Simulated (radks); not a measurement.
Q: Charge is removed step by step from the 3d down level of Kr6+, starting from [Ar] 3d(up 5, down 5) 4s2. Code: a radial shooting solver on a logarithmic mesh with Libxc functionals. Model: scalar-relativistic Kohn-Sham, PBE, spin-polarised, spherical densities, point nucleus. At the starting occupation the eigenvalue is -173.43 eV. Estimate the energy to remove one whole electron from this level, the eigenvalue at the end, and how far E(n) bends from a straight line.

A: Delta-SCF 190.31 eV; final eigenvalue -207.57 eV; the deviation from the straight line is -4.266 eV at 0.5 electron removed, the largest on the grid computed. Slater's transition state (half an electron removed) gives 190.27 eV. Integrating minus the eigenvalue over the occupation (Janak's theorem) gives 190.35 eV. In this scalar-relativistic scheme the density is built from large components alone, so the theorem holds only approximately. The mean slope of the eigenvalue, de/dn, is 34.1 eV per electron.
